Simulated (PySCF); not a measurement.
Basis-set dependence of excited states

Species: C₃H₅F₃Si.
SMILES: `C=C([SiH3])C(F)(F)F`

TDDFT with PBE0 (PySCF), vertical singlets, core orbitals frozen in the response, spherical d and f functions. Geometry: PBE0-D3(BJ)/def2-SVP; no solvent, vibrations or thermal averaging.

Q: How do the low singlets change with the basis? Take 6-31G*, def2-SVP, 6-31+G*, def2-SVPD, aug-cc-pVDZ and def2-TZVP.

A: 

| basis | functions | diffuse | S1 (eV) | S2 (eV) | S3 (eV) | S4 (eV) | S5 (eV) | LUMO (eV) | α (au) |
| --- | --- | --- | --- | --- | --- | --- | --- | --- | --- |
| 6-31G* | 112 | no | 6.97 | 7.43 | 7.91 | 8.01 | 8.40 | -0.74 | 53.3 |
| def2-SVP | 127 | no | 6.87 | 7.29 | 7.68 | 8.20 | 8.23 | -1.03 | 55.7 |
| 6-31+G* | 140 | yes | 6.86 | 7.10 | 7.54 | 7.68 | 8.03 | -1.18 | 61.8 |
| def2-SVPD | 193 | yes | 6.79 | 7.10 | 7.54 | 7.81 | 8.08 | -1.23 | 66.5 |
| aug-cc-pVDZ | 210 | yes | 6.77 | 7.01 | 7.44 | 7.55 | 7.88 | -1.20 | 67.6 |
| def2-TZVP | 253 | no | 6.75 | 7.09 | 7.56 | 7.87 | 8.07 | -1.18 | 63.4 |

States are compared by their number. Against the largest diffuse basis here (aug-cc-pVDZ, itself not a converged limit), sets without diffuse functions differ by up to 0.20 eV in S1 and 0.51 eV in S5; the smaller diffuse sets differ by up to 0.09 and 0.20 eV. State by state, the largest deviation of a set without diffuse functions is S1 0.20, S2 0.42, S3 0.46, S4 0.64, S5 0.51 eV. The same number needn't mean the same state in each row. Against aug-cc-pVDZ the polarisability deviates by -21% in 6-31G*, -18% in def2-SVP, -9% in 6-31+G*, -2% in def2-SVPD, -6% in def2-TZVP. A single + in a Pople set puts diffuse functions on heavy atoms only.
